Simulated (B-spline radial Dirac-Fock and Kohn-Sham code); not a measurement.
# Core-level shifts of silicon with charge state

The computed values come from a B-spline atomic structure program: relaxed Dirac-Fock hole states (ΔSCF) with Breit and QED corrections and a finite nucleus. Each ion is free and in its tabulated ground configuration. The model has no electron correlation.

Reference: Si⁵⁺, [He] 2s2 2p5, with K 1962.9 eV. Shifts from it, in eV (a dash: the subshell is empty, belongs to an open shell averaged over j, or its hole state is left out as unreliable):

```
  ion  configuration       K
 Si⁶⁺   [He] 2s2 2p4   +58.0
 Si⁷⁺   [He] 2s2 2p3  +120.6
 Si⁸⁺   [He] 2s2 2p2  +187.5
 Si⁹⁺   [He] 2s2 2p1  +258.8
Si¹⁰⁺       [He] 2s2  +334.4
Si¹¹⁺       [He] 2s1       –
Si¹²⁺            1s2  +473.5
Si¹³⁺            1s1  +710.4
```
